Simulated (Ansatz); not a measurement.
The cluster Mn2Cu3⁻, relaxed as a multiplicity 9 with UKS PBE0-D4/def2-SVPD in Ansatz, starting from the GFN2-xTB geometry. Force threshold 0.02 eV/Å.

The charge -1 multiplicity 9 is spin-contaminated (final ⟨S²⟩ up to 21.79, 20.00 for a pure state). The highest occupied level of the charge -1 multiplicity 9 lies above zero (up to 0.09 eV). The electron is either unbound and held by the finite basis, or the level is raised by self-interaction error. The structure comes from a short search, and lower isomers may exist.

Start:

Cartesian coordinates in Å:
```
Cu 0.3095 -2.6107 -0.1533
Cu 0.6494 1.4983 2.0823
Cu 0.8259 0.6593 -1.3670
Mn -0.9955 -0.9485 -0.9196
Mn -0.7892 1.4016 0.3576
```

| step | energy (eV) | largest force component (eV/Å) | SCF passes |
| --- | --- | --- | --- |
| 1 | -196504.6222 | 1.039 | 91 |
| 2 | -196504.7398 | 0.531 | 59 |
| 3 | -196504.8288 | 0.234 | 72 |
| 4 | -196504.9617 | 0.499 | 69 |
| 5 | -196505.2289 | 0.721 | 60 |
| 6 | -196505.5801 | 0.802 | 55 |
| 7 | -196505.9009 | 0.709 | 53 |
| 8 | -196506.2065 | 0.627 | 52 |
| 9 | -196506.5347 | 0.628 | 52 |
| 10 | -196506.7951 | 0.346 | 52 |
| 11 | -196506.9478 | 0.151 | 44 |
| 12 | -196506.9725 | 0.036 | 44 |
| 13 | -196506.9729 | 0.022 | 43 |
| 14 | -196506.9730 | 0.003 | 45 |

Force components are those of the run's own axes.

End:

Cartesian coordinates in Å:
```
Cu 0.174 -1.221 0.584
Cu 1.242 0.773 1.438
Cu 0.918 0.398 -0.928
Mn -1.157 -0.979 -1.616
Mn -1.177 1.029 0.522
```

Bonds formed: Cu1–Cu2, Cu1–Cu3, Cu1–Mn5, Cu2–Cu3 (atoms count from 1). The end is the same structure that another start reached, the lowest one found.

No frequencies were taken in this run, so the end may be a saddle point.

It took 3.5 min on 4 threads of Arm Neoverse V1 on a shared host, peak host memory 1.1 GiB.
